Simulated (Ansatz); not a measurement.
```yaml
crystal:
  periodic: [false, false, false]
  atoms:
    - {symbol: Mg, position_ang: [0.916878, -0.506367, -0.112564]}
    - {symbol: Mg, position_ang: [-2.680050, 1.312185, 0.800928]}
    - {symbol: I, position_ang: [-0.456004, 1.903566, -0.718466]}
    - {symbol: I, position_ang: [2.977537, -1.237610, -0.660268]}
    - {symbol: I, position_ang: [-1.048903, -1.513828, 1.450933]}
basis:
  gaussian: {orbitals: def2-TZVPP}
magnetization: {spin_polarized: false, initial_magnetization: 1}
hamiltonian: {xc: {name: CAM-B3LYP}}
scf: {lower_state_search: full}
```

```sh
$ ansatz run in.yaml --threads 4 --pin off --events-out ev --progress --plain --max-ram 4787MiB
```

It prints (some lines left out):

```
Functional definition: CAM-B3LYP
2000 factors; integrals over basis functions are off by at most 2.9e-4 eV
421 factors; integrals over basis functions are off by at most 4.4e-5 eV
mean field evaluation 1: about -35196.5099 eV, gradient 1.6e1 eV
mean field evaluation 2: about -35196.5625 eV, gradient 1.6e1 eV
mean field evaluation 4: about -35197.7659 eV, gradient 2.3e0 eV
mean field evaluation 8: about -35197.7868 eV, gradient 2.9e-1 eV
mean field evaluation 16: about -35197.7872 eV, gradient 1.5e-4 eV
mean field evaluation 32: about -35157.5309 eV, gradient 3.6e1 eV
mean field evaluation 64: about -35197.7872 eV, gradient 2.8e-5 eV
mean field evaluation 96: about -35197.7865 eV, gradient 4.8e-1 eV
mean field evaluation 128: about -35197.7872 eV, gradient 1.0e-4 eV
mean field evaluation 160: about -35197.7872 eV, gradient 1.6e-2 eV
mean field evaluation 192: about -35197.3156 eV, gradient 9.4e0 eV
mean field -35197.78716895 eV, -1293.4948205419 hartree, gradient 1.6e-5 eV, S^2 0.750000; 8 other end points of the search recorded, 0 dependent functions left out
reference -35197.78729455 eV, -1293.4948251578 hartree; 50, 49 occupied and 164, 165 virtual orbitals, 2000 factors
Total energy: -35197.78729455 eV, -1293.4948251578 hartree
```

Run time 39 s (4 threads of Arm Neoverse V2 on a shared host), peak host memory 1.2 GiB.

In the def2 sets I takes a core potential; there is no spin–orbit coupling.

With spin_polarized false and unpaired electrons the run is restricted open-shell.
